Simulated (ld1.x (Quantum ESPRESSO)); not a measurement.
## Which change was made? (Ce, TM)

```
Element                 : Ce
Generator               : ld1.x (Quantum ESPRESSO) 7.5
Type                    : norm-conserving Troullier–Martins (Kleinman–Bylander form)
Functional              : BP86
Relativity              : non-relativistic
Frozen core             : [Kr] 4d10 5s2
Valence charge          : 10
Reference configuration : 4f1 5p6 5d1 6s1 6p0 (charge +1)
Partial waves           : 6s (bound): rc 2.70 bohr; 5p (bound): rc 3.10 bohr; 4f (bound): rc 1.10 bohr; 5d (bound): rc 2.15 bohr
Local potential         : the d channel
Core correction         : a·sin(br)/r model core inside 0.55 bohr
```

Cutoffs, loose and tight: the cutoffs (Ry, on a coarse ladder) from which the occupation-weighted sum of valence levels, in a spherical-Bessel basis at the reference potential, stays within 10 and 1 mRy of its value at 400 Ry. They do not see the model core or the augmentation charge, which bear on the density cutoff. Test errors are all-electron minus pseudo excitation energies from the reference, over the configurations 4f1 5p6 5d1 6s2 6p0; 4f1 5p6 5d1 6s0 6p0; 4f1 5p6 5d0 6s0 6p0; 4f1 5p5 5d1 6s2 6p0; 4f2 5p6 5d1 6s0 6p0; 4f0 5p6 5d2 6s2 6p0; 4f1 5p6 5d1 6s1.5 6p0; variants that change the core or the reference have their own tests. The largest error is taken over the tests solved by every variant that gives reliable tests at all, those not shown here included: 4f1 5p6 5d1 6s0 6p0; 4f1 5p6 5d1 6s1.5 6p0; 4f1 5p6 5d1 6s2 6p0.

The base gives: outcome: generated; cutoff, loose: 230 Ry; cutoff, tight: 260 Ry; bound ghosts: s; largest test error (meV): -12.

(1) After one change the result is: outcome: generated; cutoff, loose: 230 Ry; cutoff, tight: 260 Ry; bound ghosts: s; largest test error (meV): -11. Which change was it?
A. core [Xe] 4f1, valence charge 3; reference 5d1 6s1.75 6p0.25; waves now 6s (bound): rc 3.30 bohr; 6p (bound): rc 3.65 bohr; 5d (bound): rc 2.80 bohr; local potential all-electron potential smoothed inside 2.45 bohr (lloc = -1); core correction Bessel-smoothed model core inside 1.85 bohr
B. wave 4f (bound): rc 1.10 bohr becomes 4f (bound): rc 1.38 bohr
C. core correction a·sin(br)/r model core inside 1.26 bohr

Answers

(1) C. The others give: wave 4f (bound): rc 1.10 bohr becomes 4f (bound): rc 1.38 bohr → outcome: generated; cutoff, loose: 160 Ry; cutoff, tight: 200 Ry; bound ghosts: s; largest test error (meV): -12 | core [Xe] 4f1, valence charge 3; reference 5d1 6s1.75 6p0.25; waves now 6s (bound): rc 3.30 bohr; 6p (bound): rc 3.65 bohr; 5d (bound): rc 2.80 bohr; local potential all-electron potential smoothed inside 2.45 bohr (lloc = -1); core correction Bessel-smoothed model core inside 1.85 bohr → outcome: generated; cutoff, loose: 10 Ry; cutoff, tight: 15 Ry; bound ghosts: s, p; largest test error (meV): -141.
